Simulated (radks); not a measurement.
Values are calculated unless marked as measured or tabulated.
Ar II, configuration [Ne] 3s2 3p5 (the NIST ground configuration).

Code: a radial shooting solver on a logarithmic mesh with Libxc functionals. Model: Dirac Kohn-Sham, PBE, spin-unpolarised, spherical densities, finite nucleus; open shells fill j = l - 1/2 first; Fermi nuclear charge, rms radius 3.4274 fm.

Energy parts (eV):
total: -14385.128
kinetic: 14472.852
electron-nucleus: -34121.611
Hartree: 6091.339
exchange-correlation: -827.708

Orbitals (lengths in bohr, moments of r in powers of bohr):
| orbital | occ. | eigenvalue (eV) | <r^4> |
|---|---|---|---|
| 1s1/2 | 2 | -3134.146 | 0.0002523 |
| 2s1/2 | 2 | -310.8220 | 0.07413 |
| 2p1/2 | 2 | -245.2432 | 0.06474 |
| 2p3/2 | 4 | -243.0068 | 0.06618 |
| 3s1/2 | 2 | -36.6855 | 7.750 |
| 3p1/2 | 2 | -22.2419 | 14.52 |
| 3p3/2 | 3 | -22.0435 | 14.82 |

The highest occupied level is 3p3/2 at -22.043 eV. The electron density at the nucleus is 4339 e/bohr^3. Summed over all electrons, <r^2> = 20.09 bohr^2, which gives a Langevin (diamagnetic) susceptibility term of -15.9 x 10^-6 cm^3/mol. The density falls to 0.001 e/bohr^3 at r = 3.44 bohr.
